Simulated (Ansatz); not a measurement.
The same group exchange along the group O, S, Se.

Program: Ansatz. Geometries: PBE0-D4/def2-TZVP. ΔE: electronic, gas phase. CCSD(T)/CBS adds triple-zeta CCSD(T) − MP2 to the extrapolated MP2 energy (def2 sets, frozen cores). This one scheme is used for every species. DFT in def2-TZVPP. For Ga, Se outer-core shells are correlated without core-valence functions, which leaves a few kJ/mol of doubt a bond. Scalar relativity is left out up to krypton.

| reaction | CCSD(T)/def2-SVP (kJ/mol) | B2PLYP (kJ/mol) | CCSD(T)/CBS(def2) (kJ/mol) |
| --- | --- | --- | --- |
| 2 `[OH][GaH2]` → `[GaH2][GaH2]` + `OO` | 440 | 450 | 448 |
| 2 `[SH][GaH2]` → `[GaH2][GaH2]` + `SS` | 245 | 217 | 217 |
| 2 `[GaH2][SeH]` → `[GaH2][GaH2]` + `[SeH][SeH]` | 214 | 199 | 202 |

Largest T1 diagnostic: 0.015, for `[OH][GaH2]`.
